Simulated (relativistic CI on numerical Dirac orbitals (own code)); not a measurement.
# Sensitivity of the levels of Ba¹⁸⁺ to α and to the nuclear radius

These numbers are calculated, not measured: Dirac-Coulomb-Breit CI, orbitals from a KLI potential per configuration, derivatives by finite differences, unscaled Slater integrals, QED left out (own radial code, finite nucleus).

Configuration list (outside the closed core [Ar] 3d10): 4s2 4p6 4d2, 4s2 4p5 4d3, 4s2 4p6 4d 4f, 4s2 4p6 4d 5s, 4s 4p6 4d2 4f, 4s2 4p6 4d 5p, 4s2 4p6 4f2, 4s 4p6 4f3. Double excitations out of closed p, d and f shells are left out; levels of such configurations are missing from the list, as are those of other unlisted configurations, and high levels can miss mixing partners.

With x = (α/α₀)² − 1 an excitation energy changes as ω = ω₀ + qx; K = 2q/ω₀ is the relative enhancement. Terms are leading LS components, so labels can repeat. The field-shift factor is F = δν/δ⟨r²⟩ for the transition from the lowest level.

Lowest level 4s2 4p6 4d2 3F_2.

```csv
Level,ω₀ (cm⁻¹),q (cm⁻¹),F (GHz/fm²)
4s2 4p6 4d2 3F_3,23099,25920,0.315
4s2 4p6 4d2 3P_0,34977,5433,0.171
4s2 4p6 4d2 3F_4,40685,37490,0.479
4s2 4p6 4d2 1D_2,44324,24410,0.373
4s2 4p6 4d2 3P_1,49536,26030,0.408
4s2 4p6 4d2 1G_4,71683,42050,0.623
4s2 4p6 4d2 3P_2,75149,53310,0.742
4s2 4p6 4d2 1S_0,126999,46520,0.863
4s2 4p5 4d3 5F°_2,693879,28690,2.09
4s2 4p5 4d3 5D°_1,696380,30860,2.07
4s2 4p5 4d3 5F°_3,700898,43110,2.29
4s2 4p5 4d3 5D°_0,702528,37070,2.16
4s2 4p5 4d3 5S°_2,709448,54050,2.05
4s2 4p5 4d3 5F°_4,710335,52760,2.4
4s2 4p5 4d3 5G°_5,723980,56840,2.37
4s2 4p5 4d3 5D°_3,724532,39380,1.88
4s2 4p5 4d3 3F°_2,724969,48940,2.25
4s2 4p5 4d3 5D°_1,727518,54180,1.95
4s2 4p5 4d3 5D°_4,729251,57730,2.16
4s2 4p5 4d3 5G°_6,737376,56750,2.29
4s2 4p5 4d3 3G°_3,738579,40750,2.54
4s2 4p5 4d3 3G°_4,747745,51950,2.49
4s2 4p5 4d3 3P°_2,749915,61380,2.67
```

At this charge energies of transitions that change n are usually good to better than 1 %, and those within a shell (Δn = 0) to a few per cent. Terms inside the open d or f shell come out 10 to 20 % too wide with unscaled integrals.

**Question.** Which transition from the lowest level has the largest |K|?

**Answer.** 4s2 4p6 4d2 3F_3 at 23099 cm⁻¹, K = 2.24.
